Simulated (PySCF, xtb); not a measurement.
MoO2FCl, SMILES [O]=[Mo](=[O])([F])[Cl], multiplicity 1.

Harmonic wavenumbers (cm⁻¹) from xtb 6.7.1 with GFN2-xTB at its own minimum, in rising order: 152, 187, 216, 218, 264, 368, 509, 920, 983.

What does PBE-D3(BJ)/def2-SVP (PySCF) give at its own minimum? (An estimate is asked for; the answer gives what the named calculation found.)

144, 185, 232, 246, 348, 435, 705, 1005, 1022. Paired by order, the mean absolute difference is 58 cm⁻¹ and the zero-point energies are 5.5 and 6.2 kcal/mol.
